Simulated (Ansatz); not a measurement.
`N#[C][Sn]([F])[F]` radical. Total charge 0; spin multiplicity 2. Correlated methods include outer-core shells of Sn, which these sets cover unevenly. Sn: def2 effective core potential.

```json
{"atom": "N1", "x (Å)": "-0.465", "y (Å)": "-1.672", "z (Å)": "-1.733"}
{"atom": "C2", "x (Å)": "-0.332", "y (Å)": "-0.930", "z (Å)": "-0.860"}
{"atom": "Sn3", "x (Å)": "-0.283", "y (Å)": "0.317", "z (Å)": "0.855"}
{"atom": "F4", "x (Å)": "-0.411", "y (Å)": "2.102", "z (Å)": "0.199"}
{"atom": "F5", "x (Å)": "1.491", "y (Å)": "0.184", "z (Å)": "1.539"}
```

**Question.** Give the diagnostics of a CCSD(T)/def2-TZVPP run (frozen core, Ansatz 0.2.0). (An estimate is asked.)

**Answer.** Computed: T1 = 0.0190, largest single amplitude 0.054, largest double 0.049, (T) share of the correlation energy 3.7 %, 13 CCSD cycles. ⟨S²⟩ of the UHF reference is 0.768 against 0.75 for a pure state. T1 lies under the customary mark of 0.045 for open shells.
